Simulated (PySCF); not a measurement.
Species: C₄H₆NSi (doublet state).
Atom-mapped SMILES: `[NH2:1][Si@H:2]1[CH:3]=[C:4][CH:5]=[CH:6]1` (hydrogens: H7, H8 on N1; H9 on Si2; H10 on C3; H11 on C5; H12 on C6)

Cartesian coordinates in Å at the GFN2-xTB level; atoms count from 1:
```
atom  x, y, z in Å
N1     2.0195    0.0930    0.6604
Si2    0.6660   -0.4960   -0.2309
C3    -0.7640   -0.9790    0.9809
C4    -1.8171   -0.3021    0.6058
C5    -1.7383    0.6226   -0.4985
C6    -0.5342    0.6962   -1.0885
H7     1.8546    0.7189    1.4328
H8     2.8379    0.3852    0.1515
H9     1.1395   -1.5849   -1.0802
H10   -0.7016   -1.6957    1.7763
H11   -2.6031    1.1958   -0.8019
H12   -0.3580    1.3453   -1.9339
```

The hyperfine couplings belong to this conformer and change with its torsions.

Level of theory: UKS B3LYP, pcH-1 on C H N Si, non-relativistic, mean-field spin-orbit, GIAO (PySCF 2.14.0). Geometry: GFN2-xTB, one conformer, isolated molecule. A GFN2-xTB geometry isn't a minimum of the functional, and hyperfine couplings can be far from their values at a DFT geometry. No stability test was run, so a lower SCF solution isn't excluded.

Question: The isotropic 13C couplings are +362.9, +45.2, +29.2, -9.4 MHz. Assign them to C3; C4; C5; C6.

Answer: 
```
site  a_iso (MHz)  ρ(0) (bohr⁻³)                 position  distance from C4 (Å)  spin population  largest |T| (MHz)
  C3         -9.4        -0.0084           1 bond from C4                  1.31            -0.12               22.9
  C4       +362.9        +0.3229  largest spin population                  0.00            +0.93              131.7
  C5        +45.2        +0.0402           1 bond from C4                  1.44            -0.03               15.3
  C6        +29.2        +0.0260          2 bonds from C4                  2.35            +0.05                4.9
```

ρ(0) is the spin density at the nucleus and T the dipolar tensor; a_iso includes a spin–orbit part; entries for several nuclei are means. The Mulliken spin populations are largest on C4 (+0.93), C3 (-0.12) and Si2 (+0.11). C4 is the only atom above +0.15. The positive populations add up to 1.15 and the negative ones to -0.15, together 2S = 1.

Class means assume fast exchange of nuclei equivalent by connectivity; if that motion is slow, each nucleus keeps its own coupling. The 1H value of +5.4 MHz is a mean of couplings from 0.2 to 10.7 MHz in this one geometry, not an average over conformers.
